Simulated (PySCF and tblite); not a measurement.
Results of a calculation; reference values are marked as such.
4-fluoropyridine, C₅H₄FN, numbered as in [F:1][c:2]1[cH:3][cH:4][n:5][cH:6][cH:7]1.

GFN2-xTB molecular dynamics (tblite; Langevin, friction 0.005 fs⁻¹, 1.5 fs steps, hydrogen mass 4 u): 400 + 8000 steps at each temperature, started from the lowest conformer, nuclei classical.

GIAO shieldings at KT2/pcSseg-1 (PySCF) on 6 frames a temperature; like atoms are averaged, and of two unlike H on one atom a is the less shielded at the minimum.

(1) How far do thermal motions move the shieldings from their values at the minimum?

(2) What do the single frames at 300 K give for C3/C7?

(3) How does the lowest singlet excitation (CAM-B3LYP/def2-SVPD) spread?

Changes within two standard errors are not significant.

The study took 21 min on 1 thread of Arm Neoverse N1, shared host (rough), peak memory 0.79 GiB, launched as `OMP_NUM_THREADS=1 python ens_run.py task.json out`.

Answers

(1) 
```
signal  σ at minimum (ppm)     Δσ, 300 K     Δσ, 500 K     Δσ, 800 K
    F1               256.1    -1.8 ± 3.9     0.0 ± 6.2   -14.5 ± 5.9
    C2                16.1    -1.9 ± 2.7     3.1 ± 2.7    -1.7 ± 2.2
 C3/C7                78.3    -2.2 ± 1.1    -2.5 ± 1.4    -5.8 ± 2.7
 C4/C6                39.6    -0.5 ± 1.1    -1.6 ± 1.3    -2.5 ± 2.1
    N5               -56.5     0.6 ± 4.3    -1.8 ± 4.7     6.7 ± 8.0
 H3/H7               24.79  -0.05 ± 0.22  -0.36 ± 0.23  -0.52 ± 0.25
 H4/H6               23.01  -0.09 ± 0.09  -0.10 ± 0.10  -0.03 ± 0.26
```

Errors are standard errors over frames. Zero-point motion is missing, and a reference compound would move too.

(2) 
```csv
t (fs),"V above the minimum, tight binding (kcal/mol)","E above it, DFT (kcal/mol)",torsions (°),σ (ppm)
1599,5.1,6.1,none,77.3
3600,11.0,11.2,none,74.7
5600,8.2,7.6,none,74.8
7600,6.2,6.6,none,79.9
9600,9.7,10.3,none,77.2
11601,7.9,7.6,none,72.5
```

(3) 5.34 eV at the minimum; 5.25 eV with a spread of 0.19 eV at 300 K; 5.15 eV with a spread of 0.21 eV at 500 K; 5.04 eV with a spread of 0.31 eV at 800 K.
